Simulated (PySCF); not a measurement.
CH₇AlBiN.
Bonds: C1–N2 (double), N2–Al3, Al3–Bi4. Hydrogens: H5, H6 on C1; H7, H8 on Al3; H9, H10, H11 on Bi4.
Bond orders are those of one Lewis drawing.

Computed by this run: PySCF, PBE0-D3(BJ)/def2-SVP geometry optimisation, gas phase, def2 core potentials past Kr; density fitting, grid level 1; the optimiser is geomeTRIC in internal coordinates, started from a GFN2-xTB structure with every atom displaced at random (about 0.01 Å).

Step 1: E = -15066.4384 eV
```
atom  x, y, z in Å  |  force x, y, z in eV/Å
C1     -2.0449    1.1402    0.9541    0.065  -0.216   0.118
N2     -1.3543    0.3741    0.2501   -0.054   0.125   0.079
Al3    -0.3753   -0.7736   -0.7095   -0.084  -0.100  -0.180
Bi4     2.0461    0.6162    0.0701    0.281   0.185   0.097
H5     -2.4174    2.1292    0.6014    0.011   0.073  -0.034
H6     -2.3495    0.9027    2.0065   -0.006   0.010  -0.126
H7     -0.2363   -0.5197   -2.2863   -0.021  -0.068   0.089
H8      0.0827   -2.1917   -0.1221   -0.045   0.069  -0.003
H9      2.1668    1.1889    1.7540   -0.004  -0.021  -0.065
H10     3.7031   -0.0552    0.0499   -0.114   0.053  -0.018
H11     2.5277    2.1895   -0.6272   -0.027  -0.110   0.041
```

Step 2: E = -15066.4478 eV
```
atom  x, y, z in Å  |  force x, y, z in eV/Å
C1     -2.0475    1.1318    0.9620   -0.001   0.003  -0.049
N2     -1.3600    0.3744    0.2486    0.037   0.001   0.012
Al3    -0.3878   -0.7713   -0.7210   -0.054  -0.081  -0.044
Bi4     2.0637    0.6303    0.0748   -0.007   0.012   0.027
H5     -2.4030    2.1306    0.6120    0.004   0.034   0.059
H6     -2.3671    0.8833    2.0036   -0.021  -0.020  -0.037
H7     -0.2365   -0.5439   -2.2935   -0.031  -0.002   0.015
H8      0.0473   -2.1867   -0.1244    0.005   0.009   0.017
H9      2.1823    1.2080    1.7486    0.005   0.012   0.034
H10     3.7064   -0.0410    0.0560    0.049  -0.015  -0.011
H11     2.5511    2.1853   -0.6258    0.014   0.046  -0.024
```

Step 3: E = -15066.4514 eV
```
atom  x, y, z in Å  |  force x, y, z in eV/Å
C1     -2.0518    1.1314    0.9546   -0.054  -0.048   0.113
N2     -1.3647    0.3764    0.2393    0.051   0.109  -0.125
Al3    -0.3994   -0.7782   -0.7262   -0.044  -0.046   0.027
Bi4     2.0814    0.6402    0.0806   -0.076  -0.028  -0.002
H5     -2.3993    2.1480    0.6455    0.099  -0.022  -0.061
H6     -2.3864    0.8536    1.9814   -0.074  -0.014   0.052
H7     -0.2488   -0.5639   -2.2959   -0.020   0.018  -0.036
H8      0.0197   -2.1910   -0.1190    0.038  -0.011   0.029
H9      2.2026    1.2261    1.7526    0.010   0.010   0.021
H10     3.7236   -0.0321    0.0583    0.058  -0.016   0.000
H11     2.5720    2.1900   -0.6300    0.011   0.048  -0.019
```

Step 4: E = -15066.4586 eV
```
atom  x, y, z in Å  |  force x, y, z in eV/Å
C1     -2.0566    1.1243    0.9548   -0.057   0.088  -0.012
N2     -1.3695    0.3747    0.2348    0.085   0.018  -0.099
Al3    -0.4159   -0.7916   -0.7276   -0.038  -0.015   0.091
Bi4     2.0989    0.6511    0.0889   -0.040  -0.021  -0.027
H5     -2.3542    2.1602    0.6548    0.080  -0.025   0.036
H6     -2.4382    0.8311    1.9598   -0.085  -0.046   0.048
H7     -0.2775   -0.5755   -2.2951   -0.009   0.014  -0.065
H8     -0.0044   -2.2029   -0.1137    0.070  -0.007   0.027
H9      2.2319    1.2396    1.7638    0.012  -0.005  -0.029
H10     3.7499   -0.0167    0.0502   -0.007   0.015   0.013
H11     2.5843    2.2062   -0.6297   -0.012  -0.016   0.018
```

Question: Estimate the geometry and energy of step 5. (The exact step hangs on the optimiser's Hessian estimate; all steps are aligned on step 4, rigid shifts and turns removed.)

Answer: E = -15066.4983 eV, largest force 0.365 eV/Å
```
atom  x, y, z in Å  |  force x, y, z in eV/Å
C1     -2.0675    1.1069    0.9477   -0.030   0.324  -0.165
N2     -1.3759    0.3785    0.2112    0.108  -0.178  -0.062
Al3    -0.4744   -0.8455   -0.7271   -0.047   0.074   0.197
Bi4     2.1524    0.6847    0.1139    0.030  -0.067  -0.134
H5     -2.1523    2.2077    0.7649    0.056  -0.047   0.225
H6     -2.6592    0.7468    1.8201   -0.109  -0.087  -0.045
H7     -0.3724   -0.6219   -2.2913   -0.011  -0.021  -0.092
H8     -0.0704   -2.2420   -0.0771    0.138   0.042   0.022
H9      2.3322    1.2879    1.7851    0.015  -0.013  -0.066
H10     3.8289    0.0484    0.0234   -0.104   0.067   0.048
H11     2.6074    2.2492   -0.6297   -0.045  -0.095   0.074
```

The energy changes by -0.0396 eV. The first-order estimate −F·Δx gives -0.0315 eV and the mean of the old and new forces, exact on a quadratic surface, -0.0375 eV. The step makes an angle of 74° with the force vector and moves no atom by more than 0.275 Å.

What follows is the cost of the whole optimisation. The run took 83 s wall on one thread, Arm Neoverse V2 (aarch64), shared host with 96 logical CPUs at a one-minute load of 51, and the process peaked at 0.45 GiB of memory.
